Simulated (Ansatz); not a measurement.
Molecule: sum formula H₅Si₂OCl₂, charge 1, multiplicity 1. It need not be the lowest isomer of its formula. 
Geometry from a B3LYP-D3(BJ)/def2-TZVP (Ansatz, a quantum-chemistry and plane-wave program) optimisation:
```xyz
10

Si     0.5541     0.1711     0.5717
Cl     0.4628     1.7146    -0.7025
Cl     2.0889    -1.0890     0.3084
O     -0.8450    -0.8344     0.1207
Si    -2.5391    -0.3179    -0.2372
H      0.3009     0.5475     1.9565
H     -2.6603     0.8465     0.6443
H     -3.2965    -1.5085     0.1614
H     -2.5428    -0.0205    -1.6718
H     -0.6304    -1.7697    -0.0375
```
Charge +1, spin multiplicity 1.

Total electronic energies in hartree. Cores are frozen in the correlated levels unless marked. No spin-orbit coupling. Non-relativistic. CBS marks a two-point X^-3 extrapolation of the correlation energy; Hartree-Fock from the larger set. The bracket is a focal-point correction in the basis named.

```
level                                                                 program  energy (Eh)
-------------------------------------------------------------  --------------  -----------
RI-HF/cc-pV(T+d)Z                                                      Ansatz  -1574.66306
BLYP-D4/def2-TZVPD                                             Ansatz + dftd4  -1577.56803
B3LYP/def2-TZVPD                                                       Ansatz  -1577.65126
PBE0/6-31G*                                                            Ansatz  -1576.77515
PBE0-D4/def2-TZVPD                                             Ansatz + dftd4  -1576.95731
BHLYP/def2-TZVPD                                                       Ansatz  -1577.54900
HSE06/def2-TZVPD                                                       Ansatz  -1576.91632
B2GP-PLYP-D3(BJ)/def2-TZVPD                                    Ansatz + dftd3  -1576.85090
B2GP-PLYP/def2-TZVPD                                                   Ansatz  -1576.84095
B2PLYP/def2-TZVPD                                                      Ansatz            ?
MP2/STO-3G                                                             Ansatz  -1557.23332
SCS-MP2/6-31G                                                          Ansatz  -1574.57422
CCSD(T)/cc-pVTZ                                                        Ansatz  -1575.59695
RI-MP2/CBS(cc-pV(T+d)Z,cc-pV(Q+d)Z)+[CCSD(T)-MP2]/cc-pV(D+d)Z          Ansatz   -1575.7441
RI-MP2/CBS(cc-pV(T+d)Z,cc-pV(Q+d)Z)+[CCSD(T)-MP2]/cc-pV(T+d)Z          Ansatz   -1575.7629
```

Question: What belongs in the gaps?

Answer: 
- B2PLYP/def2-TZVPD, energy (Eh): -1577.02765
